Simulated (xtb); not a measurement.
C₂H₂, charge +1, doublet, from a rough starting geometry (a state made from the parent by changing its charge; the spin is typed, not shown lowest); GFN2-xTB (xtb).

xtb was given this input:
```
$ xtb mol.xyz --gfn 2 --chrg 1 --uhf 1 --opt vtight --json

# file mol.xyz
4

C     -0.51946243     0.07029979    -0.18959043
C      0.55399061    -0.02037143     0.15160944
H     -1.51150420     0.24066842    -0.53915962
H      1.56713507    -0.25942679     0.55256079
```

What the program printed (banner, timings and long lists left out):

```
   ID    Z sym.   atoms
    1    6 C      1, 2
    2    1 H      3, 4

           -------------------------------------------------
          |                Calculation Setup                |
           -------------------------------------------------

           -------------------------------------------------
          |                 G F N 2 - x T B                 |
           -------------------------------------------------

          ...................................................
          :                      SETUP                      :
          :.................................................:
          :  # basis functions                  10          :
          :  # atomic orbitals                  10          :
          :  # shells                            6          :
          :  # electrons                         9          :
          :  max. iterations                   250          :
          :  Hamiltonian                  GFN2-xTB          :
          :  restarted?                      false          :
          :  GBSA solvation                  false          :
          :  PC potential                    false          :
          :  electronic temp.          300.0000000     K    :
          :  accuracy                    1.0000000          :
          :  -> integral cutoff          0.2500000E+02      :
          :  -> integral neglect         0.1000000E-07      :
          :  -> SCF convergence          0.1000000E-05 Eh   :
          :  -> wf. convergence          0.1000000E-03 e    :
          :  Broyden damping             0.4000000          :
          :  net charge                          1          :
          :  unpaired electrons                  1          :
          ...................................................

 iter      E             dE          RMSdq      gap      omega  full diag
   1     -4.7651703 -0.476517E+01  0.108E+01    8.63       0.0  T
   2     -4.7627510  0.241933E-02  0.558E+00    8.38       1.0  T
   3     -4.7547851  0.796584E-02  0.458E+00    8.56       1.0  T
   4     -4.7690842 -0.142991E-01  0.144E+00    8.49       1.0  T
   5     -4.7713467 -0.226250E-02  0.425E-01    8.46       1.0  T
   6     -4.7713243  0.224314E-04  0.415E-01    8.47       1.0  T
   7     -4.7704728  0.851545E-03  0.793E-01    8.49       1.0  T
   8     -4.7713586 -0.885798E-03  0.175E-01    8.46       1.0  T
   9     -4.7712953  0.632552E-04  0.269E-01    8.48       1.0  T
[...]
 * total energy  :    -4.5879483 Eh     change       -0.2121037E-01 Eh
 * total energy  :    -4.5886889 Eh     change       -0.7406051E-03 Eh
 * total energy  :    -4.5888212 Eh     change       -0.1323356E-03 Eh
 * total energy  :    -4.5890830 Eh     change       -0.2617483E-03 Eh
 * total energy  :    -4.5893106 Eh     change       -0.2276006E-03 Eh
 * total energy  :    -4.5893917 Eh     change       -0.8116409E-04 Eh
 * total energy  :    -4.5894230 Eh     change       -0.3130158E-04 Eh
 * total energy  :    -4.5894290 Eh     change       -0.5939323E-05 Eh
 * total energy  :    -4.5894302 Eh     change       -0.1240627E-05 Eh
 * total energy  :    -4.5894304 Eh     change       -0.2167784E-06 Eh
 * total energy  :    -4.5894308 Eh     change       -0.3313958E-06 Eh
 * total energy  :    -4.5894308 Eh     change       -0.1893652E-07 Eh
   *** GEOMETRY OPTIMIZATION CONVERGED AFTER 13 ITERATIONS ***
         :: total energy              -4.589430786976 Eh    ::
[...]
         7                         -0.5458628             -14.8537
         8                         -0.2528992              -6.8817
         9                         -0.0597610              -1.6262
        10                          0.8530937              23.2139
      -------------------------------------------------------------
                  HL-Gap            0.2356841 Eh            6.4133 eV
             Fermi-level           -0.7405566 Eh          -20.1516 eV

     #   Z          covCN         q      C6AA      α(0)
     1   6 C        1.906     0.167    27.086     8.405
     2   6 C        1.906     0.167    27.084     8.405
     3   1 H        0.925     0.333     0.619     1.231
     4   1 H        0.925     0.333     0.619     1.231

 Mol. C6AA /au·bohr⁶  :        143.561319
 Mol. C8AA /au·bohr⁸  :       3775.561222
 Mol. α(0) /au        :         19.271315

Wiberg/Mayer (AO) data.
largest (>0.10) Wiberg bond orders for each atom

 ---------------------------------------------------------------------------
     #   Z sym  total        # sym  WBO       # sym  WBO       # sym  WBO
 ---------------------------------------------------------------------------
     1   6 C    3.510 --     2 C    2.637     3 H    0.821
     2   6 C    3.510 --     1 C    2.637     4 H    0.821
     3   1 H    0.882 --     1 C    0.821
     4   1 H    0.882 --     2 C    0.821
 ---------------------------------------------------------------------------

Topologies differ in total number of bonds
Writing topology from bond orders to xtbtopo.mol

molecular dipole:
                 x           y           z       tot (Debye)
 q only:        0.018       0.030       0.072
   full:        0.074      -0.004      -0.118       0.355
molecular quadrupole (traceless):
                xx          xy          yy          xz          yz          zz
 q only:        5.774      -1.548      -3.285       2.975      -0.479      -2.488
  q+dip:        8.754      -2.376      -5.095       4.460      -0.696      -3.659
   full:        6.578      -1.885      -4.220       3.237      -0.403      -2.358

optimized geometry written to: xtbopt.xyz

           -------------------------------------------------
          | TOTAL ENERGY               -4.589430786976 Eh   |
          | GRADIENT NORM               0.000107514510 Eh/α |
          | HOMO-LUMO GAP               6.413290671311 eV   |
           -------------------------------------------------
```
